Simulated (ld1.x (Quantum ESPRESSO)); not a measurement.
# Which change was made? (Pt, PAW)

* Element: Pt (Z = 78)
* Generator: ld1.x (Quantum ESPRESSO) 7.5
* Type: PAW
* Functional: PBE
* Relativity: scalar-relativistic
* Frozen core: [Xe] 4f14
* Valence charge: 10
* Reference configuration: 5d9 6s0 6p0 (charge +1)
* Partial waves: 6s (bound, empty): rcut 1.55, rcutus 1.80 bohr; 6s channel at 1.7 Ry: rcut 1.55, rcutus 1.80 bohr; 6p (bound, empty): rcut 3.25, rcutus 3.70 bohr; 6p channel at 4.65 Ry: rcut 3.25, rcutus 3.70 bohr; 5d (bound): rcut 1.55, rcutus 1.75 bohr; 5d channel at -0.5 Ry: rcut 1.55, rcutus 1.75 bohr
* Local potential: all-electron potential smoothed inside 3.40 bohr (lloc = -1)
* Core correction: Bessel-smoothed model core inside 1.45 bohr
* Augmentation charge: PSQ, inside the norm-conserving radii

Cutoffs, loose and tight: the cutoffs (Ry, on a coarse ladder) from which the occupation-weighted sum of valence levels, in a spherical-Bessel basis at the reference potential, stays within 10 and 1 mRy of its value at 400 Ry. They do not see the model core or the augmentation charge, which bear on the density cutoff. Test errors are all-electron minus pseudo excitation energies from the reference, over the configurations 5d9 6s1 6p0; 5d8 6s0 6p0; 5d7 6s0 6p0; 5d10 6s0 6p0; 5d9.5 6s0.5 6p0; 5d8 6s2 6p0; 5d8 6s1 6p0; variants that change the core or the reference have their own tests. The largest error is taken over the tests solved by every variant that gives reliable tests at all, those not shown here included: 5d10 6s0 6p0; 5d7 6s0 6p0; 5d8 6s0 6p0.

The base gives: outcome: generated, overlap not positive; bound ghosts: not determined (overlap not positive); largest test error (meV): -252.

Question: After one change the result is: outcome: generated; cutoff, loose: 18 Ry; cutoff, tight: 35 Ry; bound ghosts: p; largest test error (meV): -635. Which change was it?
A. all radii but the core radius scaled by about 1.19 (s 2.14, p 4.38, d 2.08 bohr, rcut 1.84/3.84/1.84); local potential all-electron potential smoothed inside 4.02 bohr (lloc = -1)
B. all radii but the core radius scaled by about 0.86 (s 1.54, p 3.16, d 1.50 bohr, rcut 1.32/2.78/1.32); local potential all-electron potential smoothed inside 2.90 bohr (lloc = -1)
C. all radii but the core radius scaled by about 1.35 (s 2.44, p 5.00, d 2.36 bohr, rcut 2.10/4.40/2.10); local potential all-electron potential smoothed inside 4.60 bohr (lloc = -1)

Answer: C. The others give: all radii but the core radius scaled by about 0.86 (s 1.54, p 3.16, d 1.50 bohr, rcut 1.32/2.78/1.32); local potential all-electron potential smoothed inside 2.90 bohr (lloc = -1) → outcome: generated; cutoff, loose: 50 Ry; cutoff, tight: 80 Ry; bound ghosts: s; largest test error (meV): test run stopped at test 1 of 7 (negative rho) | all radii but the core radius scaled by about 1.19 (s 2.14, p 4.38, d 2.08 bohr, rcut 1.84/3.84/1.84); local potential all-electron potential smoothed inside 4.02 bohr (lloc = -1) → outcome: generated; cutoff, loose: 25 Ry; cutoff, tight: 40 Ry; bound ghosts: p; largest test error (meV): -311. A file whose overlap is not positive is unfit for use, and its test errors describe a broken file.
